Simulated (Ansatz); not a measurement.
A run on CH7FO2Si2 (`C[Si@H](O)[Si@H](O)F`) with other settings.

```yaml
crystal:
  periodic: [false, false, false]
  atoms:
    - {symbol: C, position_ang: [-1.353913, 1.541485, -0.603844]}
    - {symbol: Si, position_ang: [-0.564369, -0.140281, -0.656345]}
    - {symbol: O, position_ang: [-1.558903, -1.215325, 0.112809]}
    - {symbol: Si, position_ang: [1.502204, -0.262841, 0.461885]}
    - {symbol: O, position_ang: [1.427468, -1.753749, 1.157476]}
    - {symbol: F, position_ang: [1.626931, 0.859205, 1.605025]}
    - {symbol: H, position_ang: [-1.452747, 1.895957, 0.423919]}
    - {symbol: H, position_ang: [-0.755070, 2.265249, -1.162892]}
    - {symbol: H, position_ang: [-2.348957, 1.504533, -1.054518]}
    - {symbol: H, position_ang: [-0.345816, -0.541849, -2.079067]}
    - {symbol: H, position_ang: [-1.118839, -1.947328, 0.551103]}
    - {symbol: H, position_ang: [2.756882, -0.128555, -0.330048]}
    - {symbol: H, position_ang: [2.205429, -2.111200, 1.589299]}
basis:
  gaussian: {orbitals: cc-pVTZ-DK}
hamiltonian: {xc: {name: B3LYP5}}
scf: {lower_state_search: light}
output: {forces: true}
```

```sh
$ ansatz run in.yaml --threads 2 --pin off --events-out ev --progress --plain --max-ram 32768MiB --backend cpu
```

Output, abridged:

```
Functional definition: B3LYP5
1635 factors; their error is unknown
mean field evaluation 1: about -23743.5750 eV, gradient 9.6e1 eV
mean field evaluation 2: about -23714.4725 eV, gradient 1.6e2 eV
mean field evaluation 4: about -23758.7369 eV, gradient 8.7e0 eV
mean field evaluation 8: about -23758.8867 eV, gradient 1.7e-1 eV
mean field evaluation 16: about -23758.9106 eV, gradient 3.5e-4 eV
mean field -23758.91061136 eV, -873.1238605993 hartree, gradient 1.6e-5 eV, S^2 0.000000; 0 other end points of the search recorded, 0 dependent functions left out
reference -23758.91090517 eV, -873.1238713968 hartree; 33, 33 occupied and 253, 253 virtual orbitals, 1635 factors
Total energy: -23758.91090517 eV, -873.1238713968 hartree
Relativity: scalar
Atom 0 at    -1.353913     1.541485    -0.603844 Å, force    -0.125471     0.215392    -0.005393 eV/Å
Atom 1 at    -0.564369    -0.140281    -0.656345 Å, force     0.277485     0.063289    -0.270312 eV/Å
Atom 2 at    -1.558903    -1.215325     0.112809 Å, force    -0.265086    -0.230540     0.156999 eV/Å
Atom 3 at     1.502204    -0.262841     0.461885 Å, force     0.104349     0.005749    -0.529724 eV/Å
Atom 4 at     1.427468    -1.753749     1.157476 Å, force    -0.042271    -0.341801     0.151077 eV/Å
Atom 5 at     1.626931     0.859205     1.605025 Å, force     0.047791     0.371112     0.383890 eV/Å
Atom 6 at    -1.452747     1.895957     0.423919 Å, force    -0.005251     0.004271    -0.053433 eV/Å
Atom 7 at    -0.755070     2.265249    -1.162892 Å, force    -0.041232    -0.010155     0.027140 eV/Å
Atom 8 at    -2.348957     1.504533    -1.054518 Å, force     0.037009     0.031144     0.024592 eV/Å
Atom 9 at    -0.345816    -0.541849    -2.079067 Å, force    -0.008536     0.006125     0.016154 eV/Å
Atom 10 at    -1.118839    -1.947328     0.551103 Å, force    -0.007120    -0.063690     0.038814 eV/Å
Atom 11 at     2.756882    -0.128555    -0.330048 Å, force    -0.023554     0.000264     0.014094 eV/Å
Atom 12 at     2.205429    -2.111200     1.589299 Å, force     0.051887    -0.051160     0.046104 eV/Å
Dipole moment:     0.277700    -0.166542    -0.024396 e Å
```

It took 15 s on 2 threads of a server CPU on a shared host, with 0.98 GiB of host memory at the peak.
